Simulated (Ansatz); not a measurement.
`[F][GaH][GaH2]` + HI → `[F][GaH][I]` + `[GaH3]` at 400 K and 1 bar (cleavage of the Ga–Ga bond).

Isolated molecules relaxed with PBE0-D4/def2-TZVP in Ansatz; ΔE leaves out vibrations. CCSD(T)/CBS adds triple-zeta CCSD(T) − MP2 to the extrapolated MP2 energy (def2 sets, frozen cores). Elements past krypton have def2 core potentials. For Ga, I outer-core shells are correlated without core-valence functions, which leaves a few kJ/mol of doubt a bond. Scalar relativity is left out up to krypton.

```tsv
species	CCSD(T)/CBS energy (Eh)	H − E (kJ/mol)	S (J/(mol·K))
`[F][GaH][GaH2]`	-3949.49740	85.2	362.1
HI	-298.03592	25.7	215.0
`[F][GaH][I]`	-2321.86103	45.9	333.5
`[GaH3]`	-1925.70545	64.2	231.8
```

H − E and S are ideal-gas, rigid-rotor, harmonic terms from PBE0-D4/def2-TZVP. 1 Eh = 2625.50 kJ/mol, R = 8.31446 J/(mol·K).

**Question.** By hand: ΔE, ΔH, ΔS and ΔG.

**Answer.** ΔE = (-2321.86103) + (-1925.70545) − (-3949.49740) − (-298.03592) = -0.03316 Eh = -87.1 kJ/mol. Δ(H − E) = 45.9 + 64.2 − 85.2 − 25.7 = -0.8, so ΔH = -87.9 kJ/mol. ΔS = 333.5 + 231.8 − 362.1 − 215.0 = -11.8 J/(mol·K). ΔG = -87.9 − 400 × (-11.8)/1000 = -83.2 kJ/mol.

**Question.** By hand: the equilibrium constant, and the temperature at which ΔG would vanish if ΔH and ΔS stayed fixed.

**Answer.** log₁₀ K = −ΔG/(RT ln 10) = 10.9. ΔG = 0 at ΔH/ΔS = 7449 K, far beyond where these terms or the molecules hold.

The number of gas molecules stays the same, so ΔS is small and ΔH decides. A doubt of 5 kJ/mol in ΔE shifts log₁₀ K by 0.7 here. These are equilibria of isolated gas molecules and say nothing of rates. Largest T1 diagnostic: 0.014 (customary marks: 0.02 for closed shells, 0.045 for open ones).
